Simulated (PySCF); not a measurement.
# Xe (xenon, neutral) across methods

[Xe], closed-shell 1S. Calculation: PySCF 2.14, in aug-cc-pwCVDZ-PP with ECP28MDF (6s5p4d1f, 48 functions); scalar relativity through the core potential.

```tsv
method	E (hartree)	mean ε 4d (eV)	mean ε 5s (eV)	mean ε 5p (eV)	Σ⟨r²⟩ (bohr²)	⟨S²⟩
PBE	-329.3370	-58.864	-19.831	-8.246	59.07	0.000
r2SCAN0	-329.4595	-63.430	-22.517	-9.781	58.72	0.000
wB97X	-329.4099	-64.945	-24.889	-11.864	59.07	0.000
r2SCAN	-329.4812	-60.092	-20.552	-8.619	58.75	0.000
UHF	-328.29172	-72.553	-27.517	-12.442	59.29	0.000
B3LYP	-329.4602	-61.841	-21.615	-9.253	59.12	0.000
PBEsol	-329.0364	-58.742	-19.884	-8.258	58.98	0.000
LDA	-328.9116	-58.837	-20.095	-8.391	59.04	0.000
```

(1) Estimate the same row for PBE0.

Energies and moments cover only the electrons outside the core potential.

Results:

(1) E (hartree) = -329.3715; mean ε 4d (eV) = -62.546; mean ε 5s (eV) = -22.027; mean ε 5p (eV) = -9.539; Σ⟨r²⟩ (bohr²) = 58.85; ⟨S²⟩ = 0.000.
